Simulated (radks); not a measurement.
Sm22+, 40 electrons, occupied as [Kr] 4d4 (the NIST ground configuration).

Calculated with a radial shooting solver on a logarithmic mesh with Libxc functionals: scalar-relativistic Kohn-Sham, PBEsol, spin-polarised, spherical densities, finite nucleus; open shells are filled with parallel spins first (spin-orbit coupling, left out, can overturn this in heavy ions); Fermi nuclear charge, rms radius 5.0819 fm.

Energy parts (eV):
total: -278044.85
kinetic: 297563.03
electron-nucleus: -650893.79
Hartree: 80947.66
exchange-correlation: -5661.75

Orbitals (lengths in bohr, moments of r in powers of bohr):
| orbital | occ. | eigenvalue (eV) | <r> |
|---|---|---|---|
| 1s up | 1 | -47292.70 | 0.02275 |
| 1s down | 1 | -47292.64 | 0.02275 |
| 2s up | 1 | -8266.102 | 0.09701 |
| 2s down | 1 | -8263.199 | 0.09700 |
| 2p up | 3 | -7444.718 | 0.08546 |
| 2p down | 3 | -7442.402 | 0.08545 |
| 3s up | 1 | -2295.082 | 0.2538 |
| 3s down | 1 | -2293.459 | 0.2537 |
| 3p up | 3 | -2038.303 | 0.2518 |
| 3p down | 3 | -2036.517 | 0.2516 |
| 3d up | 5 | -1693.524 | 0.2290 |
| 3d down | 5 | -1690.985 | 0.2289 |
| 4s up | 1 | -901.5650 | 0.5432 |
| 4s down | 1 | -893.4482 | 0.5434 |
| 4p up | 3 | -810.5557 | 0.5621 |
| 4p down | 3 | -802.5112 | 0.5626 |
| 4d up | 4 | -683.9794 | 0.5771 |
| 4d down | 0 | -676.0356 | 0.5781 |

The highest occupied level is 4d up at -683.98 eV. The electron density at the nucleus is 5.562e+05 e/bohr^3 (large components only). Spin moment in Bohr magnetons: 4. Summed over all electrons, <r^2> = 5.607 bohr^2, which gives a Langevin (diamagnetic) susceptibility term of -4.44 x 10^-6 cm^3/mol. The density falls to 0.001 e/bohr^3 at r = 1.46 bohr.
